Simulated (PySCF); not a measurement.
Compound: C7H5NO.
SMILES with atom numbers: `[N:1]#[C:2][O:3][c:4]1[cH:5][cH:6][cH:7][cH:8][cH:9]1` (hydrogens: H10 on C5; H11 on C6; H12 on C7; H13 on C8; H14 on C9)

Cartesian coordinates in Å at the GFN2-xTB level; atoms count from 1:
```xyz
14
C7H5NO angstrom
N      3.804   -1.090    0.383
C      2.979   -0.306    0.266
O      2.115    0.617    0.137
C      0.760    0.324    0.041
C     -0.097    1.407   -0.093
C     -1.457    1.180   -0.191
C     -1.953   -0.113   -0.156
C     -1.087   -1.185   -0.024
C      0.277   -0.975    0.077
H      0.312    2.405   -0.119
H     -2.129    2.018   -0.295
H     -3.016   -0.286   -0.233
H     -1.470   -2.193    0.002
H      0.963   -1.803    0.183
```

Level of theory: PySCF, TDDFT wB97X-D/def2-SVPD, vertical, gas phase, core orbitals frozen in the response.

Transition dipole moments from the ground state, in atomic units and in the frame of the coordinates above (overall signs are arbitrary), for the states with f of 0.002 or more among the lowest 7:

```tsv
state	E (hartree)	μx	μy	μz
S1	0.2006	-0.056	-0.224	0.008
S2	0.2266	0.595	-0.105	0.056
S3	0.2592	-1.746	-0.755	-0.101
S4	0.2620	-1.131	1.373	-0.174
S5	0.2692	0.021	-0.017	-0.169
S6	0.2731	0.016	-0.009	-0.227
S7	0.2866	0.025	-0.017	-0.328
```

(1) What oscillator strength does each state have?

(2) Label these states by symmetry in Cs.

(3) What angle do the transition dipoles of S2 and S3 make?

(4) What peak molar absorption coefficient would the strongest computed level give as a lone Gaussian band 0.5 eV wide at half height?

Results:

(1) f = (2/3) ΔE |μ|² with ΔE in hartree (27.2114 eV).

| state | \|μ\|² (au) | \|μ\| (D) | f |
| --- | --- | --- | --- |
| S1 | 0.053 | 0.59 | 0.007 |
| S2 | 0.368 | 1.54 | 0.056 |
| S3 | 3.628 | 4.84 | 0.627 |
| S4 | 3.196 | 4.54 | 0.558 |
| S5 | 0.029 | 0.44 | 0.005 |
| S6 | 0.052 | 0.58 | 0.009 |
| S7 | 0.108 | 0.84 | 0.021 |

(2) Polarised normal to the mirror plane, so A″: S5, S6 and S7. Polarised in the mirror plane, so A′: S1, S2, S3 and S4.

(3) |cos θ| = |μa·μb| / (|μa| |μb|) = 0.83, so θ ≈ 33° (taken between 0 and 90°, since the signs are arbitrary).

(4) ε(max) = 2.175×10⁸ f / FWHM, with the width in cm⁻¹. S3: 2.175×10⁸ × 0.6268 / 4033 ≈ 34000 L mol⁻¹ cm⁻¹.

One conformer stands for the species.
